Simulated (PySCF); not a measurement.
Compound: C₄H₁₂Si₂.
SMILES with atom numbers: `[SiH3:1][CH2:2][SiH2:3][CH:4]1[CH2:5][CH2:6]1` (hydrogens: H7, H8, H9 on Si1; H10, H11 on C2; H12, H13 on Si3; H14 on C4; H15, H16 on C5; H17, H18 on C6)

Geometry (PBE0-D3(BJ)/def2-SVP, Å), atoms numbered from 1 in this order:
```xyz
18
C4H12Si2 angstrom
Si    -3.3137   -0.1419    0.4299
C     -1.6982    0.1972   -0.4697
Si    -0.1502   -0.4946    0.3488
C      1.3962   -0.0352   -0.5903
C      2.0419    1.3124   -0.3662
C      2.7217    0.0774    0.1238
H     -3.5495   -1.6145    0.5450
H     -3.2748    0.4346    1.8097
H     -4.4731    0.4631   -0.2974
H     -1.7723   -0.2167   -1.4906
H     -1.5753    1.2891   -0.5774
H     -0.0206    0.0689    1.7325
H     -0.2770   -1.9829    0.4635
H      1.4515   -0.4132   -1.6182
H      1.5981    1.9855    0.3748
H      2.4630    1.8271   -1.2342
H      2.7479   -0.1040    1.2031
H      3.6149   -0.2674   -0.4041
```

All values: B3LYP/def2-SVPD (PySCF, non-relativistic), on one gas-phase PBE0-D3(BJ)/def2-SVP geometry that isn't relaxed in the solvent. The solvent is an IEF-PCM continuum (cavity from Bondi-type radii × 1.2), and excitations are vertical TDDFT with non-equilibrium linear response and a frozen core. Only the electrostatic response of the medium enters.

Gas-phase singlets (H = HOMO, L = LUMO):

```
state  E (eV)  λ (nm)      f  leading configurations
   S1   7.138     174  0.034                 H→L 96%
   S2   7.419     167  0.016    H-1→L 86%, H→L+1 10%
   S3   7.447     166  0.025     H→L+1 83%, H-1→L 9%
   S4   7.633     162  0.003             H-1→L+1 84%
   S5   7.782     159  0.120    H→L+3 59%, H→L+2 22%
```

Question: How does the list change in cyclohexane (ε = 2.017)?

Answer: 
```csv
state,E (eV),λ (nm),f,leading configurations,change by rank (eV)
S1,7.132,174,0.049,H→L 96%,-0.006
S2,7.411,167,0.011,"H-1→L 75%, H→L+1 22%",-0.008
S3,7.430,167,0.065,"H→L+1 71%, H-1→L 20%",-0.017
S4,7.623,163,0.004,H-1→L+1 84%,-0.010
S5,7.765,160,0.276,"H→L+3 43%, H→L+2 38%",-0.017
```

Question: How does the list change in chloroform (ε = 4.711)?

Answer: 
```json
{"state": "S1", "E (eV)": "7.136", "λ (nm)": "174", "f": "0.047", "leading configurations": "H→L 96%", "change by rank (eV)": "-0.002"}
{"state": "S2", "E (eV)": "7.407", "λ (nm)": "167", "f": "0.006", "leading configurations": "H→L+1 68%, H-1→L 27%", "change by rank (eV)": "-0.012"}
{"state": "S3", "E (eV)": "7.427", "λ (nm)": "167", "f": "0.083", "leading configurations": "H-1→L 68%, H→L+1 23%", "change by rank (eV)": "-0.020"}
{"state": "S4", "E (eV)": "7.620", "λ (nm)": "163", "f": "0.003", "leading configurations": "H-1→L+1 83%", "change by rank (eV)": "-0.013"}
{"state": "S5", "E (eV)": "7.756", "λ (nm)": "160", "f": "0.344", "leading configurations": "H→L+2 57%, H→L+3 24%", "change by rank (eV)": "-0.026"}
```

Question: How do the frontier levels move from gas to chloroform?

Answer: 
```json
{"orbital": "LUMO+2", "gas (eV)": "0.71", "solvent (eV)": "0.75", "change (eV)": "+0.04", "Löwdin shares, gas": "Si1 29 %, H9 11 %, C6 8 %, H8 7 %", "Löwdin shares, solvent": "Si1 31 %, H9 10 %, H7 9 %, H8 9 %"}
{"orbital": "LUMO+1", "gas (eV)": "0.45", "solvent (eV)": "0.55", "change (eV)": "+0.10", "Löwdin shares, gas": "Si3 20 %, Si1 15 %, H12 7 %, H13 7 %", "Löwdin shares, solvent": "Si3 21 %, Si1 19 %, H9 7 %, H13 7 %"}
{"orbital": "LUMO", "gas (eV)": "0.10", "solvent (eV)": "0.23", "change (eV)": "+0.13", "Löwdin shares, gas": "Si1 23 %, Si3 14 %, C2 13 %, H10 8 %", "Löwdin shares, solvent": "Si1 26 %, Si3 13 %, C2 12 %, H11 7 %"}
{"orbital": "HOMO", "gas (eV)": "-7.86", "solvent (eV)": "-7.73", "change (eV)": "+0.13", "Löwdin shares, gas": "C6 21 %, C4 20 %, C2 15 %, Si3 11 %", "Löwdin shares, solvent": "C6 22 %, C4 20 %, C2 15 %, Si3 11 %"}
{"orbital": "HOMO-1", "gas (eV)": "-8.10", "solvent (eV)": "-7.97", "change (eV)": "+0.13", "Löwdin shares, gas": "C4 26 %, C5 25 %, Si3 12 %, H13 10 %", "Löwdin shares, solvent": "C4 27 %, C5 26 %, Si3 11 %, C6 10 %"}
{"orbital": "HOMO-2", "gas (eV)": "-8.76", "solvent (eV)": "-8.65", "change (eV)": "+0.11", "Löwdin shares, gas": "Si3 18 %, H12 18 %, C2 14 %, C4 12 %", "Löwdin shares, solvent": "Si3 17 %, H12 17 %, C4 15 %, C2 12 %"}
{"orbital": "HOMO-3", "gas (eV)": "-8.90", "solvent (eV)": "-8.80", "change (eV)": "+0.10", "Löwdin shares, gas": "C4 16 %, C6 16 %, Si1 14 %, H9 12 %", "Löwdin shares, solvent": "C6 14 %, C4 14 %, Si1 14 %, H9 13 %"}
```

The HOMO–LUMO gap goes from 7.97 to 7.96 eV.
